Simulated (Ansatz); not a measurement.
Program: Ansatz. Geometries: PBE0-D4/def2-TZVP. ΔE: electronic, gas phase. CCSD(T)/CBS is the MP2 limit (def2-TZVPP, def2-QZVPP) plus CCSD(T) − MP2 in def2-TZVPP, frozen cores. DFT in def2-TZVPP. For Ge outer-core shells are correlated without core-valence functions, which leaves a few kJ/mol of doubt a bond. Scalar relativity is left out up to krypton.

Reaction (isomerisation): `FC1[O][GeH2][SiH2]1` → `F[SiH]1[CH2][GeH2][O]1`

```
             level  ΔE (kJ/mol)  difference from CCSD(T)/CBS
            PBE-D4       -363.0                         52.9
           PBE0-D4       -384.1                         31.8
           ωB97M-V       -403.2                         12.7
            r2SCAN       -396.9                         19.0
SCS-MP2/def2-TZVPP       -425.3                         -9.4
   CCSD/def2-TZVPP       -415.6                          0.3
     HF/def2-QZVPP       -427.7                        -11.8
    MP2/def2-QZVPP       -437.8                        -21.9
      HF/CBS(def2)       -428.3                        -12.4
    CCSD/CBS(def2)       -420.6                         -4.7
       CCSD(T)/CBS       -415.9                            0
```

Largest T1 diagnostic among the species: 0.014.

From PBE to PBE0 (25 % exact exchange), in def2-TZVPP and without D4, ΔE moves by −21.3 kJ/mol.
